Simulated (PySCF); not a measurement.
Record of a relaxation.

N-formylmorpholine, C5H9NO2.
Bonds: O1–C2 (double), C2–N3, N3–C4, C4–C5, C5–O6, O6–C7, C7–C8, N3–C8. Hydrogens: H9 on C2; H10, H11 on C4; H12, H13 on C5; H14, H15 on C7; H16, H17 on C8.

Method: PBE0-D3(BJ)/def2-SVP geometry optimisation, gas phase (PySCF); density fitting, grid level 1; the optimiser is geomeTRIC in internal coordinates, started from a GFN2-xTB structure with every atom displaced at random (about 0.01 Å). 8 of its 12 geometries are shown. The frame can shift and turn from step to step; on so coarse a grid that alone can change the energy by a few meV, and forces under 0.02 eV/Å are noise.

Step 0: E = -10895.6698 eV, largest atomic force 2.375 eV/Å
```
atom  x, y, z in Å  |  force x, y, z in eV/Å
O1      2.716   -1.184    0.317   -1.259   1.917  -0.340
C2      2.104   -0.121    0.143    1.262  -1.486   0.336
N3      0.841    0.001   -0.342    1.530   0.159   0.342
C4      0.082   -1.161   -0.615   -2.333   0.016   0.442
C5     -1.184   -1.151    0.290    0.347   0.646   0.013
O6     -1.903    0.068    0.158    0.738  -0.247  -0.021
C7     -1.088    1.172    0.484   -0.286  -0.138  -0.642
C8      0.154    1.253   -0.430   -1.156  -0.270   0.608
H9      2.564    0.874    0.380   -0.086  -0.165  -0.067
H10    -0.271   -1.141   -1.650    0.046  -0.125  -0.443
H11     0.649   -2.053   -0.420    0.692  -0.554   0.040
H12    -0.855   -1.267    1.353   -0.143  -0.116  -0.292
H13    -1.903   -1.933    0.027    0.110  -0.274  -0.023
H14    -0.788    1.113    1.541    0.246   0.022   0.224
H15    -1.731    2.045    0.354   -0.018   0.355   0.002
H16     0.783    2.088   -0.117    0.330   0.097   0.002
H17    -0.184    1.409   -1.464   -0.018   0.162  -0.180
```

Step 2: E = -10895.7896 eV, largest atomic force 0.637 eV/Å
```
atom  x, y, z in Å  |  force x, y, z in eV/Å
O1      2.574   -1.194    0.767   -0.327  -0.035  -0.056
C2      2.066   -0.179    0.349    0.434   0.277  -0.374
N3      0.870   -0.062   -0.290    0.070  -0.329   0.094
C4      0.035   -1.225   -0.497   -0.162   0.039   0.048
C5     -1.248   -1.072    0.306    0.009   0.054  -0.059
O6     -1.884    0.149    0.008    0.017  -0.006   0.023
C7     -1.066    1.254    0.288   -0.015  -0.028  -0.014
C8      0.216    1.202   -0.536   -0.029  -0.004   0.135
H9      2.603    0.801    0.365   -0.095   0.092   0.225
H10    -0.215   -1.296   -1.571    0.025  -0.051   0.003
H11     0.603   -2.116   -0.194    0.022   0.015   0.009
H12    -1.013   -1.127    1.388   -0.005  -0.019   0.007
H13    -1.961   -1.873    0.061   -0.007  -0.003   0.022
H14    -0.796    1.271    1.365   -0.008   0.025  -0.003
H15    -1.648    2.159    0.061   -0.001  -0.012  -0.019
H16     0.890    2.027   -0.260    0.024  -0.011  -0.026
H17    -0.038    1.296   -1.607    0.048  -0.004  -0.016
```

Step 3: E = -10895.7550 eV, largest atomic force 1.194 eV/Å
```
atom  x, y, z in Å  |  force x, y, z in eV/Å
O1      2.527   -1.242    0.619    0.817   0.124   0.619
C2      2.077   -0.155    0.341   -0.358  -0.851  -0.757
N3      0.876   -0.056   -0.289   -0.233   0.726   0.079
C4      0.046   -1.225   -0.486   -0.041   0.010   0.008
C5     -1.239   -1.071    0.315    0.044   0.090  -0.079
O6     -1.884    0.141    0.005   -0.042   0.029   0.041
C7     -1.078    1.255    0.279   -0.001  -0.005  -0.048
C8      0.211    1.201   -0.529   -0.027  -0.015  -0.058
H9      2.610    0.821    0.473   -0.167  -0.125   0.117
H10    -0.200   -1.317   -1.560    0.018  -0.012   0.018
H11     0.620   -2.105   -0.170    0.017   0.002  -0.015
H12    -1.005   -1.114    1.398    0.014  -0.006   0.021
H13    -1.945   -1.880    0.083   -0.011  -0.021  -0.008
H14    -0.820    1.291    1.357   -0.015   0.014   0.055
H15    -1.661    2.155    0.032   -0.012  -0.034  -0.002
H16     0.883    2.031   -0.261   -0.005   0.013   0.003
H17    -0.031    1.286   -1.604    0.002   0.061   0.006
```

Step 5: E = -10895.8148 eV, largest atomic force 0.119 eV/Å
```
atom  x, y, z in Å  |  force x, y, z in eV/Å
O1      2.595   -1.221    0.638    0.055  -0.003   0.000
C2      2.079   -0.178    0.310   -0.021   0.093   0.020
N3      0.871   -0.059   -0.302    0.001  -0.062   0.102
C4      0.041   -1.229   -0.491   -0.085   0.031  -0.077
C5     -1.239   -1.069    0.315    0.000   0.009  -0.016
O6     -1.885    0.143    0.008    0.003  -0.003   0.008
C7     -1.077    1.255    0.282    0.009  -0.010   0.011
C8      0.210    1.204   -0.530    0.012  -0.050  -0.043
H9      2.554    0.819    0.483    0.028  -0.007  -0.040
H10    -0.208   -1.330   -1.562    0.000  -0.026  -0.003
H11     0.619   -2.108   -0.173    0.000   0.012   0.005
H12    -0.998   -1.110    1.397    0.004  -0.003   0.005
H13    -1.947   -1.879    0.090   -0.007   0.001  -0.001
H14    -0.821    1.290    1.362   -0.004   0.012   0.009
H15    -1.661    2.155    0.036   -0.008  -0.010  -0.007
H16     0.886    2.030   -0.258    0.004  -0.010   0.023
H17    -0.034    1.302   -1.603    0.009   0.026   0.004
```

Step 6: E = -10895.8175 eV, largest atomic force 0.091 eV/Å
```
atom  x, y, z in Å  |  force x, y, z in eV/Å
O1      2.621   -1.201    0.638    0.013  -0.020  -0.023
C2      2.088   -0.168    0.303   -0.009  -0.015   0.018
N3      0.872   -0.066   -0.295   -0.071   0.036   0.044
C4      0.035   -1.232   -0.490    0.039   0.001  -0.003
C5     -1.245   -1.070    0.314   -0.004  -0.001   0.004
O6     -1.889    0.143    0.009    0.006  -0.014   0.007
C7     -1.077    1.252    0.286    0.003   0.006   0.003
C8      0.212    1.198   -0.523    0.001  -0.011  -0.029
H9      2.556    0.835    0.457    0.015   0.005  -0.026
H10    -0.211   -1.332   -1.562    0.011  -0.005  -0.005
H11     0.610   -2.113   -0.173   -0.005  -0.001   0.009
H12    -1.006   -1.115    1.396    0.000  -0.003  -0.001
H13    -1.955   -1.878    0.084    0.003   0.002  -0.001
H14    -0.825    1.288    1.367    0.001   0.003  -0.007
H15    -1.658    2.152    0.037   -0.002   0.002  -0.004
H16     0.889    2.021   -0.248   -0.005  -0.002   0.017
H17    -0.030    1.301   -1.597    0.004   0.014  -0.004
```

Step 8: E = -10895.8218 eV, largest atomic force 0.106 eV/Å
```
atom  x, y, z in Å  |  force x, y, z in eV/Å
O1      2.668   -1.191    0.557   -0.056   0.023  -0.018
C2      2.110   -0.160    0.259    0.061   0.008  -0.086
N3      0.864   -0.058   -0.275   -0.003  -0.026   0.066
C4      0.040   -1.232   -0.471    0.016  -0.013   0.012
C5     -1.248   -1.079    0.322    0.004  -0.001  -0.001
O6     -1.897    0.129    0.012   -0.005   0.018  -0.001
C7     -1.098    1.246    0.293   -0.015  -0.017  -0.005
C8      0.200    1.203   -0.502    0.015   0.023  -0.006
H9      2.588    0.844    0.379   -0.019   0.001   0.032
H10    -0.194   -1.343   -1.545   -0.006   0.001   0.001
H11     0.621   -2.106   -0.144    0.001  -0.001   0.002
H12    -1.017   -1.123    1.406    0.001   0.002   0.000
H13    -1.950   -1.891    0.086    0.002   0.000   0.001
H14    -0.859    1.290    1.376    0.004  -0.005   0.002
H15    -1.684    2.140    0.032    0.002  -0.005   0.005
H16     0.870    2.025   -0.205   -0.004   0.003   0.001
H17    -0.027    1.321   -1.577    0.002  -0.010  -0.005
```

Step 9: E = -10895.8219 eV, largest atomic force 0.141 eV/Å
```
atom  x, y, z in Å  |  force x, y, z in eV/Å
O1      2.770   -1.159    0.297   -0.063   0.042   0.039
C2      2.159   -0.129    0.123    0.067   0.075  -0.097
N3      0.850   -0.037   -0.230    0.068  -0.117   0.041
C4      0.059   -1.232   -0.423   -0.047  -0.029  -0.002
C5     -1.242   -1.102    0.351    0.011  -0.018   0.006
O6     -1.913    0.090    0.028   -0.013   0.043  -0.021
C7     -1.146    1.227    0.317   -0.033  -0.030  -0.027
C8      0.169    1.214   -0.450    0.034   0.082   0.015
H9      2.629    0.880    0.225   -0.013  -0.007   0.040
H10    -0.155   -1.372   -1.499   -0.021   0.010   0.004
H11     0.658   -2.085   -0.074   -0.003  -0.004  -0.019
H12    -1.028   -1.140    1.438    0.004   0.011   0.002
H13    -1.924   -1.929    0.106    0.006  -0.008   0.003
H14    -0.935    1.288    1.404    0.011  -0.023   0.016
H15    -1.747    2.102    0.031    0.010   0.001   0.027
H16     0.818    2.038   -0.113   -0.007   0.013  -0.026
H17    -0.033    1.361   -1.528   -0.009  -0.042   0.001
```

Step 11: E = -10895.8245 eV, largest atomic force 0.024 eV/Å
```
atom  x, y, z in Å  |  force x, y, z in eV/Å
O1      2.745   -1.153    0.385    0.000   0.011  -0.004
C2      2.146   -0.127    0.164   -0.003  -0.014  -0.017
N3      0.854   -0.043   -0.251    0.013   0.008   0.019
C4      0.053   -1.233   -0.442    0.010  -0.004  -0.001
C5     -1.240   -1.098    0.345    0.003  -0.003   0.005
O6     -1.908    0.098    0.029   -0.004   0.008  -0.009
C7     -1.130    1.228    0.314   -0.007  -0.004  -0.004
C8      0.174    1.209   -0.472    0.002   0.016  -0.001
H9      2.608    0.884    0.280   -0.006  -0.001   0.004
H10    -0.175   -1.360   -1.516   -0.007   0.005   0.002
H11     0.649   -2.093   -0.107    0.004  -0.001  -0.005
H12    -1.015   -1.137    1.430    0.003   0.003   0.001
H13    -1.927   -1.923    0.106    0.002  -0.003   0.003
H14    -0.900    1.277    1.398    0.004  -0.009   0.005
H15    -1.729    2.111    0.047    0.001   0.001   0.012
H16     0.828    2.037   -0.158   -0.004   0.004  -0.011
H17    -0.046    1.339   -1.549   -0.009  -0.015   0.000
```

Question: Summarise the path.

Answer: The energy falls by 3.57 kcal/mol from step 0 to step 11; nine tenths of that is first reached at step 4. It rises by more than 0.2 meV at step 3. The largest force goes from 2.375 to 0.024 eV/Å. Among the bonds C4–C5 changes most, from 1.557 to 1.520 Å; the atoms move by 0.087 Å rms after alignment.

The cost below is that of the whole optimisation. The run took 2.2 min on one thread of an Arm Neoverse V1, shared host, and the process peaked at 0.66 GiB of memory.
